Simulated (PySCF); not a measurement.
F₂H₂NOTa, SMILES [OH][Ta]([F])(=[NH])[F], multiplicity 1.

Geometry optimised at B3LYP-D3(BJ)/def2-SVP. The spin state was assumed, not searched. The structure was generated by enumeration; whether it is a known compound was not checked. The def2 effective core potentials stand for the cores of Ta; spin–orbit coupling is left out. One conformer was computed; it need not be the lowest.

Method: B3LYP/def2-TZVP in PySCF.

Q: Estimate the frontier levels, gap, dipole moment and polarisability. (The exact figures need the calculation; the answer reports its results.)

A: 
```yaml
highest_occupied_level: -7.94 eV
lowest_empty_level: -1.04 eV
orbital_gap: 6.89 eV
dipole_moment: 2.52 D
quadrupole, principal values (traceless, Buckingham form, about the centre of nuclear charge): -9.33, 3.06, 6.27 D·Å
mean_static_polarisability: 45.9 bohr³ (6.80 Å³)
polarisability_principal_values: 39.4, 45.1, 53.2 bohr³
```
